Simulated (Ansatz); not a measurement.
Stepwise reaction of `O[SiH](O)O[Si](O)(F)F` with hydrogen chloride, as a gas-phase model of exchange steps in deposition or etching. ΔE in kJ/mol.

Calculated with Ansatz (gas phase, PBE0-D4/def2-TZVP geometries, no zero-point term in ΔE). CBS: MP2 limit from def2 TZ/QZ plus the TZ coupled-cluster correction, frozen cores. This one scheme is used for every species. Functionals use def2-TZVPP. B3LYP here is the variant with VWN-RPA as its local correlation; programs differ in this. Each species was taken in one conformer, which may not be the lowest.

```json
{"step": "1", "reaction": "`O[SiH](O)O[Si](O)(F)F` + HCl → `O[SiH](Cl)O[Si](O)(F)F` + H₂O", "PBE-D4": "3.8", "B3LYP-D4": "10.9", "ωB97M-V": "10.2", "CCSD(T)/CBS": "9.1"}
```

Problem. Give the row of step 2, `O[SiH](Cl)O[Si](O)(F)F` + HCl → `O[SiH](Cl)O[Si](F)(F)Cl` + H₂O. (Best estimate.)

Solution. Ansatz gave: 
| step | reaction | PBE-D4 | B3LYP-D4 | ωB97M-V | CCSD(T)/CBS |
| --- | --- | --- | --- | --- | --- |
| 2 | `O[SiH](Cl)O[Si](O)(F)F` + HCl → `O[SiH](Cl)O[Si](F)(F)Cl` + H₂O | 20.2 | 27.6 | 27.6 | 25.6 |

Problem. By hand: ΔE of the 2 steps together at CCSD(T)/CBS.

Solution. (9.1) + (25.6) = 34.7 kJ/mol, or 17.4 kJ/mol a step.

In ΔE each step is higher than the one before. All are uphill at CCSD(T)/CBS. PBE-D4 differs from CCSD(T)/CBS by -5.4 to -5.3 kJ/mol a step. Isolated molecules leave out the surface, adducts and barriers. Largest T1 diagnostic: 0.012.
